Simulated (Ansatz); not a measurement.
A run for Ansatz (a quantum-chemistry and plane-wave program): U-wB97M-V/def2-TZVPPD on Cl (SMILES [Cl]). The basis file is the Basis Set Exchange's JSON of that set.

Ansatz 0.2 input:
```yaml
crystal:
  periodic: [false, false, false]
  atoms:
    - {symbol: Cl, position_ang: [0.00000000, 0.00000000, 0.00000000]}
basis:
  gaussian:
    orbitals: def2-TZVPPD.json
hamiltonian:
  xc: {name: wB97M-V}
magnetization: {spin_polarized: true, initial_magnetization: 1}
```

Problem. What total energy does the run end on?

Solution. -460.1261 hartree.
